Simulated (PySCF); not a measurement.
Magnetic susceptibility: SMILES C([SiH2]PB)(Cl)Cl, CH6BCl2PSi

Geometry:
```
atom   x (Å)   y (Å)   z (Å)
  B1   2.568  -0.869   0.223
  P2   0.785  -1.147   0.517
 Si3  -0.203   0.804   0.158
  C4  -2.066   0.377  -0.078
 Cl5  -2.268  -0.466  -1.629
 Cl6  -3.013   1.873  -0.088
  H7   3.074   0.044   0.752
  H8   3.209  -1.647  -0.365
  H9   0.367  -1.907  -0.556
 H10  -0.101   1.606   1.378
 H11   0.147   1.597  -1.024
 H12  -2.499  -0.267   0.686
```

Method: GIAO wB97X/STO-3G magnetisability, non-relativistic, IEF-PCM water in PySCF 2.14.0. Geometry: GFN2-xTB.

(1) How diamagnetic is it, and how anisotropic?

(2) Split it along the inertial axes a, b, c into diamagnetic and paramagnetic parts about the centre of mass, with the quadrupole moment.

Results:

(1) Isotropic -1552 × 10⁻³⁰ J/T², or -93.5 × 10⁻⁶ cm³/mol; principal values -1732, -1481, -1444 × 10⁻³⁰ J/T², anisotropy 271 × 10⁻³⁰ J/T² (root of half the summed squared differences of the principal values). The susceptibility is in cgs units.

(2) 
| axis | χ (10⁻⁶ cm³/mol) | diamagnetic (10⁻⁶ cm³/mol) | paramagnetic (10⁻⁶ cm³/mol) | summed x² of all electrons (Å²) | quadrupole Θ (D Å) |
| --- | --- | --- | --- | --- | --- |
| a | -96.1 | -524.7 | 428.6 | 336.7 | -10.95 |
| b | -88.0 | -1550.8 | 1462.8 | 94.8 | +2.48 |
| c | -96.4 | -1830.9 | 1734.5 | 28.8 | +8.47 |

Anisotropies 2χaa − χbb − χcc = -7.8 and 2χbb − χaa − χcc = +16.5 × 10⁻⁶ cm³/mol. Θ is traceless in Buckingham's convention.
